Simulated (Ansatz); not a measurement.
ZrO₂, relaxed as a singlet with RKS PBE0-D4/def2-TZVP in Ansatz, starting from the GFN2-xTB geometry. Force threshold 0.02 eV/Å.

In the def2 sets Zr takes a core potential; there is no spin–orbit coupling. The structure holds 1 bond(s) between oxygen atoms. The restricted singlet is unstable towards broken spin symmetry in Hartree–Fock (as tested in another run); at PBE0-D4/def2-TZVP this wasn't settled. No other spin state of charge 0 was run. Another isomer (singlet) lies 4.28 eV lower at PBE0-D4/def2-TZVP; other spin states weren't run for this one.

Start:

```xyz
3

Zr   -0.5747    0.5879   -0.8165
O     0.3682   -0.8473   -0.0464
O     0.2065    0.2594    0.8629
```

Estimate the energy that the relaxation releases and the steps that it takes.

0.1 kcal/mol, in 3 steps; 2.3 s on 4 threads of INTEL XEON PLATINUM 8581C on a shared host. No frequencies were taken in this run, so the end may be a saddle point.

Does the start keep its bonding and symmetry?

By distances, no bond broke or formed. The bond that changes most is O2–O3, from 1.44 to 1.45 Å (atoms count from 1). Point group C2v at the start, C2v at the end, both within 0.05 Å.

Predict the relaxed structure.


```xyz
3

Zr   -0.577    0.590   -0.820
O     0.370   -0.853   -0.048
O     0.207    0.262    0.868
```
Bond lengths: 2 × O–Zr 1.89 Å; 1 × O–O 1.45 Å.
